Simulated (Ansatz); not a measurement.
C4H9Al (SMILES C=[CH][AlH][CH2]C), singlet, geometry from GFN2-xTB (such geometries of metal compounds can be far from the true shape); HF/def2-TZVP (Ansatz, a quantum-chemistry and plane-wave program).

Here is a job for Ansatz.
Ansatz 0.2 input:
```yaml
crystal:
  periodic: [false, false, false]
  atoms:
    - {symbol: Al, position_ang: [-0.53871625, 0.44857010, 0.78236911]}
    - {symbol: H, position_ang: [-0.97612638, 1.06077676, 2.14060710]}
    - {symbol: C, position_ang: [0.93063959, 1.37201380, -0.22044002]}
    - {symbol: C, position_ang: [2.23039152, 0.55214564, -0.34424798]}
    - {symbol: H, position_ang: [1.17058821, 2.32393606, 0.28186887]}
    - {symbol: H, position_ang: [0.61801347, 1.66092163, -1.23731365]}
    - {symbol: H, position_ang: [2.04058685, -0.40427846, -0.83040753]}
    - {symbol: H, position_ang: [2.64871729, 0.34420807, 0.63988479]}
    - {symbol: H, position_ang: [2.98241730, 1.08517187, -0.92761465]}
    - {symbol: C, position_ang: [-1.46273549, -1.20873557, 0.20757940]}
    - {symbol: C, position_ang: [-1.21301667, -1.75288071, -0.98545946]}
    - {symbol: H, position_ang: [-2.20214745, -1.71723285, 0.83260295]}
    - {symbol: H, position_ang: [-1.69448328, -2.65198487, -1.35114136]}
    - {symbol: H, position_ang: [-0.49592866, -1.30818832, -1.66387676]}
basis:
  gaussian:
    orbitals: def2-TZVP
hamiltonian:
  xc: hf
```

What the program printed (banner, timings and long lists left out):

```
Functional definition: HF
1645 factors; their error is unknown
mean field evaluation 1: about -10843.6155 eV, gradient 4.0e1 eV
mean field evaluation 2: about -10847.2306 eV, gradient 1.7e1 eV
mean field evaluation 4: about -10848.0231 eV, gradient 4.7e-1 eV
mean field evaluation 8: about -10848.1351 eV, gradient 5.1e-1 eV
mean field -10848.13546802 eV, -398.6616253195 hartree, gradient 1.4e-5 eV, S^2 0.000000; 0 other end points of the search recorded, 0 dependent functions left out
reference -10848.13546802 eV, -398.6616253195 hartree; 23, 23 occupied and 192, 192 virtual orbitals, 1645 factors
Total energy: -10848.13546802 eV, -398.6616253195 hartree
```
